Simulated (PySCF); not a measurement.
C3H7NOSi, SMILES C(C#N)CO[SiH3].

The structure is a stationary point at r2SCAN-D4/def2-SVP. Other conformers were not sampled.

Two levels are set side by side: PBE/def2-TZVP (PySCF) and B3LYP/def2-TZVP (PySCF). Same geometry, gas phase. Differences are taken from unrounded values.

| quantity | B3LYP | PBE | PBE minus B3LYP |
|---|---|---|---|
| orbital gap (eV) | 8.08 | 6.12 | -1.96 |
| highest occupied level (eV) | -8.45 | -7.15 | 1.30 |
| lowest empty level (eV) | -0.37 | -1.03 | -0.66 |
| dipole moment (D) | 3.52 | 3.47 | -0.05 |
| mean polarisability (bohr³) | 69.0 | 71.4 | 2.5 |

Without exact exchange PBE keeps part of each electron's self-repulsion, which lifts occupied levels and narrows the gap. PBE's more diffuse valence density responds more strongly to a field. Differences between two approximate levels are no errors against the true value.

Rough cost on one machine, each run with all the roots and properties that it gave: B3LYP against PBE within a factor of 2.
